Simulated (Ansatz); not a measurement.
Geometry optimisation, RKS PBE0-D4/def2-SVP in Ansatz 0.2.0.

Input file:

```yaml
crystal:
  periodic: [false, false, false]
  atoms:
    - { symbol: Al, position_ang: [0.0, 0.0, 0.0] }
    - { symbol: Cl, position_ang: [0.0, 0.0, 2.58] }
    - { symbol: Cl, position_ang: [1.9312, 0.0, -1.115] }
    - { symbol: Cl, position_ang: [-1.9312, 0.0, -1.115] }
    - { symbol: H, position_ang: [0.0777, -1.7634, 0.5865] }
    - { symbol: H, position_ang: [0.0662, -1.5022, 1.5585] }
basis:
  gaussian: { orbitals: def2-SVP }
hamiltonian:
  xc: pbe0
  dispersion: d4
relax:
  f_tol: 0.15
  max_steps: 25
  restrain:
    - { distance: [0, 4], at: 2.76, k: 30.0 }
    - { distance: [5, 1], at: 2.57, k: 30.0 }
    - { distance: [0, 1], at: 2.23, k: 30.0 }
    - { distance: [5, 4], at: 0.66, k: 30.0 }
```

Command:

```bash
$ ansatz run input.yaml --threads 1 --pin off --max-ram 2048MiB --backend cpu --events-out ev --progress --plain --runs-dir out
```

**Question.** Where does it end, and by what steps?

**Answer.** The forces met the threshold. The restraints hold the end off the free minimum; the threshold counts their pulls, which the force column leaves out. Restrained pairs: Al1–H5 (1.86 → 2.76 Å), Cl2–H6 (1.82 → 2.58 Å), Al1–Cl2 (2.58 → 2.18 Å), H5–H6 (1.01 → 0.72 Å). After 6 steps the energy has fallen by 1.903 eV (the restraints' own energy left out); H5 moved furthest, 0.70 Å.

```json
{"step": "0", "energy less start (eV)": "0.0000", "largest force component (eV/Å)": "2.290", "accepted": "yes"}
{"step": "1", "energy less start (eV)": "-0.5097", "largest force component (eV/Å)": "2.432", "accepted": "yes"}
{"step": "2", "energy less start (eV)": "-0.8779", "largest force component (eV/Å)": "3.193", "accepted": "yes"}
{"step": "3", "energy less start (eV)": "-1.6022", "largest force component (eV/Å)": "3.013", "accepted": "yes"}
{"step": "4", "energy less start (eV)": "-1.8971", "largest force component (eV/Å)": "1.609", "accepted": "yes"}
{"step": "5", "energy less start (eV)": "-1.9149", "largest force component (eV/Å)": "1.370", "accepted": "no"}
{"step": "6", "energy less start (eV)": "-1.9028", "largest force component (eV/Å)": "1.433", "accepted": "yes"}
```

```xyz
6
Properties=species:S:1:pos:R:3
Al -0.003 0.227 0.063
Cl -0.006 0.496 2.229
Cl 1.801 0.195 -0.966
Cl -1.808 0.154 -0.962
H 0.097 -2.423 0.809
H 0.063 -1.916 1.321
```

Time of the run: 23 s on 1 thread of Arm Neoverse V2 (shared host), peak memory 0.17 GiB.
